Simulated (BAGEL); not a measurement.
Worked example: vertical ionisation energy of CH3Cl3Sn (methyltin trichloride)

The species is CH3Cl3Sn (8 atoms), meant as a singlet with charge 0. As SMILES, `[CH3][Sn]([Cl])([Cl])[Cl]`. The shape is that of a PBE0-D4/def2-TZVP optimisation.

Both states at this one shape; open shells run unrestricted unless said. 1 Eh = 27.2114 eV.

```
                                                                       level  program  singlet CH3Cl3Sn (Eh)  doublet CH3Cl3Sn+ (Eh)  HOMO of the first (eV)
  HF/ANO-RCC-MB (DKH2, density fitting with AutoAux), open shells restricted    BAGEL           -7594.781739            -7594.326623                  -12.72
 HF/ANO-RCC-VDZ (DKH2, density fitting with AutoAux), open shells restricted    BAGEL           -7594.905937            -7594.471949                  -12.54
HF/ANO-RCC-VTZP (DKH2, density fitting with AutoAux), open shells restricted    BAGEL           -7595.062722            -7594.660246                  -12.03
```

**Question.** Work out the vertical ionisation energy at each level.

**Answer.** 
1. HF/ANO-RCC-MB (DKH2, density fitting with AutoAux), open shells restricted: -7594.326623 − (-7594.781739) = 0.455116 Eh = 12.38 eV; −ε(HOMO) = 12.72 eV.
2. HF/ANO-RCC-VDZ (DKH2, density fitting with AutoAux), open shells restricted: -7594.471949 − (-7594.905937) = 0.433988 Eh = 11.81 eV; −ε(HOMO) = 12.54 eV.
3. HF/ANO-RCC-VTZP (DKH2, density fitting with AutoAux), open shells restricted: -7594.660246 − (-7595.062722) = 0.402476 Eh = 10.95 eV; −ε(HOMO) = 12.03 eV.

No measured value is set beside it here; the levels span 10.95 to 12.38 eV. In Hartree–Fock, −ε(HOMO) (Koopmans) exceeds the difference of totals by the orbital relaxation of the ion. Spin-orbit coupling is left out. Minimal sets are far from the basis-set limit. The second state's dipole differs much between rows, so they may not all be the same state.
